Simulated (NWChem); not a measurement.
System: GaH₃O; SMILES [OH][GaH2]

```xyz
5

Ga     0.0761     0.3179     0.0000
H      1.4455     1.0833     0.0000
H     -1.3970     0.8865     0.0000
O      0.2943    -1.4753     0.0000
H     -0.5524    -1.9584     0.0000
```
Atoms are numbered in this order, from 1.

Level: PBE-D3(BJ)/def2-SVP (NWChem), optimised geometry, unscaled harmonic frequencies. 

```
frequency (cm⁻¹)  IR intensity (km/mol)
----------------  ---------------------
476                                51.2
478                               118.8
592                                57.9
669                               125.1
713                                32.5
809                               100.6
1908                              117.1
1958                              145.6
3736                               49.2
```

```json
{
  "zero_point_energy": "16.2 kcal/mol",
  "thermal correction to the enthalpy at 298.15 K (with zero-point energy)": "19.2 kcal/mol",
  "heat capacity Cv": "12.0 cal/(mol K)",
  "entropy at 298.15 K and 1 atm (symmetry number 1)": "63.0 cal/(mol K)",
  "dipole_moment": "1.41 D"
}
```

Rigid rotor and harmonic oscillator.
